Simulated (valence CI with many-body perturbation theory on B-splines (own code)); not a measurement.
## Mo XXXVIII: electric-dipole lines

Level of theory: relativistic CI+MBPT: three valence electrons over a frozen Dirac-Fock core [He], a basis of 11 s, 11 p, 9 d, 7 f, 5 g, 2 h, 1 i functions for each j, with the one-electron correlation potential Σ1, the two-electron term Σ2, the three-electron term Σ3, Breit, model QED; selected CI, second order for the rest (own B-spline code, finite nucleus).

The last digits are not significant, and no measured levels were compared; by estimate large intervals hold to a few tenths of a per cent, small ones and those within an open d or f shell to about a per cent.

Lines 101 to 150 of 267 in falling wavelength, among levels below 3416.7 eV, chosen from the strongest by gf and those to the six lowest levels. Wavelengths and rates use the calculated energies. Electric multipoles are in the length gauge, E1 and E2 with the static RPA response of the core. Weak lines are less certain than strong ones. Lines between different terms over intervals too small for the method are left out, as are lines whose strength nearly cancels. The highest levels of a list are the least certain.

Levels are named by their leading jj configuration (3d3/2^4 stands for four electrons in 3d with j = 3/2), which in mixed levels can hold well under half, so a name can repeat and another be missing. Letters in brackets count levels of one name in rising energy.

| λ vac (nm) | Upper | Lower | A (s⁻¹) | log gf | Branch % |
| --- | --- | --- | --- | --- | --- |
| 0.4289 | (2s 2p1/2 3d3/2) J=5/2 | (2s 2p1/2 2p3/2) J=3/2 [b] | 2.48e+12 | -1.39 | 4.3 |
| 0.4287 | (2s 2p3/2 3d5/2) J=3/2 [a] | (2s 2p3/2^2) J=3/2 | 2.54e+13 | -0.55 | 23.4 |
| 0.4285 | (2s 2p3/2 3d5/2) J=3/2 [a] | (2s 2p3/2^2) J=1/2 | 3.31e+13 | -0.44 | 30.6 |
| 0.4284 | (2s 2p3/2 3s) J=5/2 | (2s 2p1/2 2p3/2) J=3/2 [b] | 4.36e+11 | -2.14 | 0.5 |
| 0.4277 | (2s 2p3/2 3p3/2) J=3/2 [b] | (2p1/2^2 2p3/2) J=3/2 | 1.26e+13 | -0.86 | 52.1 |
| 0.4273 | (2p1/2^2 3d3/2) J=3/2 | (2p1/2^2 2p3/2) J=3/2 | 1.29e+13 | -0.85 | 69.3 |
| 0.4272 | (2s 2p1/2 3d5/2) J=5/2 [a] | (2s 2p1/2 2p3/2) J=3/2 [b] | 1.01e+13 | -0.78 | 16.7 |
| 0.4270 | (2s 2p1/2 3d3/2) J=1/2 | (2s 2p1/2 2p3/2) J=3/2 [b] | 3.80e+12 | -1.68 | 1.6 |
| 0.4270 | (2s 2p1/2 3d3/2) J=3/2 [b] | (2s 2p1/2 2p3/2) J=3/2 [b] | 8.45e+12 | -1.03 | 4.5 |
| 0.4266 | (2s 2p3/2 3d5/2) J=1/2 | (2s 2p3/2^2) J=1/2 | 1.40e+14 | -0.12 | 86.1 |
| 0.4256 | (2s 2p1/2 3d5/2) J=3/2 | (2s 2p1/2 2p3/2) J=1/2 | 9.98e+13 | 0.03 | 77.0 |
| 0.4256 | (2p1/2 2p3/2 3d5/2) J=5/2 [b] | (2p1/2 2p3/2^2) J=5/2 | 7.39e+13 | 0.08 | 56.5 |
| 0.4253 | (2p1/2 2p3/2 3d3/2) J=3/2 [b] | (2p1/2 2p3/2^2) J=5/2 | 2.37e+13 | -0.59 | 12.0 |
| 0.4253 | (2p1/2^2 3d5/2) J=5/2 | (2p1/2^2 2p3/2) J=3/2 | 9.98e+13 | 0.21 | 96.3 |
| 0.4249 | (2s 2p1/2 3d3/2) J=3/2 [a] | (2s 2p1/2 2p3/2) J=5/2 | 7.14e+11 | -2.11 | 2.3 |
| 0.4248 | (2s 2p1/2 3d5/2) J=3/2 | (2s 2p1/2 2p3/2) J=3/2 [b] | 2.30e+13 | -0.60 | 17.8 |
| 0.4247 | (2p1/2 2p3/2 3d5/2) J=5/2 [a] | (2p1/2 2p3/2^2) J=3/2 | 5.59e+13 | -0.04 | 41.5 |
| 0.4247 | (2s 2p1/2 3d5/2) J=5/2 [b] | (2s 2p1/2 2p3/2) J=3/2 [b] | 1.05e+14 | 0.23 | 84.2 |
| 0.4244 | (2p1/2 2p3/2 3d5/2) J=3/2 | (2p1/2 2p3/2^2) J=3/2 | 6.46e+13 | -0.16 | 80.2 |
| 0.4242 | (2p1/2 2p3/2 3s) J=5/2 | (2p1/2^2 2p3/2) J=3/2 | 1.43e+13 | -0.64 | 60.1 |
| 0.4234 | (2s 2p3/2 3d3/2) J=3/2 [b] | (2s 2p3/2^2) J=3/2 | 2.44e+13 | -0.58 | 13.1 |
| 0.4234 | (2s 2p1/2 3s) J=1/2 [a] | (2s 2p1/2^2) J=1/2 | 3.67e+12 | -1.71 | 17.6 |
| 0.4234 | (2p1/2 2p3/2 3d5/2) J=5/2 [b] | (2p1/2 2p3/2^2) J=3/2 | 6.88e+12 | -0.95 | 5.3 |
| 0.4233 | (2s 2p3/2 3d3/2) J=5/2 [a] | (2s 2p3/2^2) J=5/2 | 6.06e+12 | -1.01 | 3.7 |
| 0.4233 | (2s 2p3/2 3d3/2) J=3/2 [b] | (2s 2p3/2^2) J=1/2 | 4.41e+13 | -0.32 | 23.7 |
| 0.4232 | (2s 2p1/2 3d3/2) J=5/2 | (2s 2p1/2 2p3/2) J=5/2 | 1.05e+13 | -0.77 | 18.2 |
| 0.4231 | (2p1/2 2p3/2 3d3/2) J=3/2 [b] | (2p1/2 2p3/2^2) J=3/2 | 2.51e+13 | -0.57 | 12.7 |
| 0.4231 | (2s 2p3/2 3d3/2) J=7/2 | (2s 2p3/2^2) J=5/2 | 1.23e+13 | -0.58 | 8.7 |
| 0.4229 | (2s 2p3/2 3d3/2) J=3/2 [a] | (2s 2p3/2^2) J=5/2 | 1.71e+13 | -0.74 | 9.5 |
| 0.4228 | (2s 2p3/2 3s) J=5/2 | (2s 2p1/2 2p3/2) J=5/2 | 3.00e+13 | -0.32 | 36.1 |
| 0.4225 | (2s 2p3/2 3d3/2) J=1/2 [b] | (2s 2p3/2^2) J=3/2 | 2.45e+13 | -0.88 | 18.2 |
| 0.4217 | (2s 2p3/2 3d5/2) J=5/2 [b] | (2s 2p3/2^2) J=3/2 | 1.90e+14 | 0.48 | 96.8 |
| 0.4216 | (2s 2p1/2 3d5/2) J=5/2 [a] | (2s 2p1/2 2p3/2) J=5/2 | 2.27e+12 | -1.44 | 3.8 |
| 0.4215 | (2s 2p1/2 3d3/2) J=3/2 [a] | (2s 2p1/2 2p3/2) J=3/2 [a] | 1.05e+13 | -0.95 | 33.3 |
| 0.4214 | (2s 2p1/2 3d3/2) J=3/2 [b] | (2s 2p1/2 2p3/2) J=5/2 | 5.24e+12 | -1.25 | 2.8 |
| 0.4213 | (2s 2p3/2 3d5/2) J=5/2 [a] | (2s 2p3/2^2) J=5/2 | 1.02e+14 | 0.21 | 84.7 |
| 0.4212 | (2s 2p3/2 3d5/2) J=3/2 [b] | (2s 2p3/2^2) J=3/2 | 5.92e+13 | -0.20 | 40.1 |
| 0.4212 | (2p1/2 2p3/2 3p1/2) J=5/2 | (2s 2p3/2^2) J=3/2 | 1.66e+13 | -0.58 | 50.3 |
| 0.4211 | (2s 2p1/2 3s) J=3/2 | (2s 2p1/2^2) J=1/2 | 8.64e+12 | -1.04 | 39.2 |
| 0.4211 | (2s 2p3/2 3d5/2) J=3/2 [b] | (2s 2p3/2^2) J=1/2 | 8.49e+13 | -0.04 | 57.5 |
| 0.4207 | (2s 2p1/2 3d5/2) J=7/2 | (2s 2p1/2 2p3/2) J=5/2 | 1.20e+14 | 0.40 | 99.8 |
| 0.4206 | (2s 2p3/2 3d5/2) J=3/2 [a] | (2s 2p3/2^2) J=5/2 | 1.83e+13 | -0.71 | 16.9 |
| 0.4203 | (2s^2 3d3/2) J=3/2 | (2s^2 2p3/2) J=3/2 | 2.38e+13 | -0.60 | 13.7 |
| 0.4203 | (2s 2p3/2 3s) J=3/2 [a] | (2s 2p1/2 2p3/2) J=5/2 | 2.10e+12 | -1.65 | 8.4 |
| 0.4201 | (2s 2p3/2 3s) J=1/2 | (2s 2p1/2 2p3/2) J=3/2 [b] | 7.28e+12 | -1.41 | 25.2 |
| 0.4199 | (2s 2p1/2 3d3/2) J=5/2 | (2s 2p1/2 2p3/2) J=3/2 [a] | 4.42e+13 | -0.15 | 76.5 |
| 0.4198 | (2s 2p3/2 3d5/2) J=7/2 [a] | (2s 2p3/2^2) J=5/2 | 1.94e+14 | 0.61 | 92.8 |
| 0.4197 | (2s 2p3/2 3s) J=3/2 [b] | (2s 2p1/2 2p3/2) J=3/2 [b] | 1.44e+12 | -1.82 | 9.4 |
| 0.4194 | (2s 2p3/2 3s) J=5/2 | (2s 2p1/2 2p3/2) J=3/2 [a] | 5.05e+13 | -0.10 | 60.7 |
| 0.4191 | (2s 2p1/2 3d5/2) J=5/2 [b] | (2s 2p1/2 2p3/2) J=5/2 | 6.10e+12 | -1.02 | 4.9 |
